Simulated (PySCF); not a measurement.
## NaCa⁻: one state, many levels of theory

State: ¹Σ⁺ (singlet), closed shell. Set-up: PySCF, no relativity, basis sets Na aug-pcseg-1, Ca aug-pcseg-1. De refers to Na⁻ + Ca in their ground configurations, without counterpoise correction. A positive dipole points towards Ca; it is taken about the centre of mass and depends on that origin.

```json
{"Level": "RHF-MP2", "Re (Å)": "4.074", "ωe (cm⁻¹)": "84.0", "De (eV)": "n/a", "μ (D)": "n/a", "CPU s a point (SCF and correlation, without the integrals)": "0.071"}
{"Level": "RHF-SCS-MP2", "Re (Å)": "4.107", "ωe (cm⁻¹)": "80.9", "De (eV)": "n/a", "μ (D)": "n/a", "CPU s a point (SCF and correlation, without the integrals)": "n/a"}
{"Level": "RHF-CCSD", "Re (Å)": "4.059", "ωe (cm⁻¹)": "85.9", "De (eV)": "0.380", "μ (D)": "n/a", "CPU s a point (SCF and correlation, without the integrals)": "n/a"}
{"Level": "RHF-CCSD(T)", "Re (Å)": "4.024", "ωe (cm⁻¹)": "89.7", "De (eV)": "0.439", "μ (D)": "n/a", "CPU s a point (SCF and correlation, without the integrals)": "1.6"}
{"Level": "PBE", "Re (Å)": "3.911", "ωe (cm⁻¹)": "93.1", "De (eV)": "0.57", "μ (D)": "2.67", "CPU s a point (SCF and correlation, without the integrals)": "0.54"}
{"Level": "PW91", "Re (Å)": "3.902", "ωe (cm⁻¹)": "93.5", "De (eV)": "0.58", "μ (D)": "2.74", "CPU s a point (SCF and correlation, without the integrals)": "0.4"}
{"Level": "BLYP", "Re (Å)": "3.971", "ωe (cm⁻¹)": "82.3", "De (eV)": "0.394", "μ (D)": "3.46", "CPU s a point (SCF and correlation, without the integrals)": "0.36"}
{"Level": "r²SCAN", "Re (Å)": "3.942", "ωe (cm⁻¹)": "94.0", "De (eV)": "0.58", "μ (D)": "2.36", "CPU s a point (SCF and correlation, without the integrals)": "0.79"}
{"Level": "PBE0", "Re (Å)": "3.958", "ωe (cm⁻¹)": "91.3", "De (eV)": "0.53", "μ (D)": "2.47", "CPU s a point (SCF and correlation, without the integrals)": "0.9"}
{"Level": "HSE06", "Re (Å)": "3.957", "ωe (cm⁻¹)": "90.8", "De (eV)": "0.54", "μ (D)": "2.59", "CPU s a point (SCF and correlation, without the integrals)": "0.71"}
{"Level": "MN15", "Re (Å)": "4.019", "ωe (cm⁻¹)": "67.7", "De (eV)": "0.291", "μ (D)": "5.13", "CPU s a point (SCF and correlation, without the integrals)": "0.88"}
```

Q: Which functional lies closest to RHF-CCSD(T) in De, which farthest, and by how much do they differ from it?

A: Closest is BLYP (-5.3 pm in Re, -8.2 % in ωe, -0.04 eV in De against RHF-CCSD(T) in the same basis), farthest MN15 (-0.5 pm in Re, -24.5 % in ωe, -0.15 eV in De). CCSD(T) converges more slowly with the basis than the functionals do and binds too weakly in this one, so the order can change at the basis-set limit.

Q: What does the triples do here, going from RHF-CCSD to RHF-CCSD(T)?

A: RHF-CCSD(T) less RHF-CCSD: -3.5 pm in Re, +4.4 % in ωe, +0.06 eV in De. Correlation nearly always deepens the well. The bond shortens, as in weak, metallic or heavy-atom bonds, where dispersion and the correlation of outer-core electrons pull the atoms together.

Correlated steps freeze 6 core orbitals. Closed-shell solutions of metal pairs were not tested for spin polarisation, which can lower them a little. Correlated levels converge slowly with the basis: in double zeta they bind strong bonds too weakly, by up to about 1 eV, and carry superposition errors of some tenths. For an ion De counts to the pair picked by the measured ionisation energies or electron affinities, which need not be the lowest pair at this level. The highest Kohn–Sham level is positive in this anion. Much of that is self-interaction error, but it also means that the finite basis helps to hold the extra electron.

The whole job (state search and all levels along the bond) took about 1.9 min on 1 thread of Arm Neoverse V2 (shared host), peak memory 0.59 GiB.
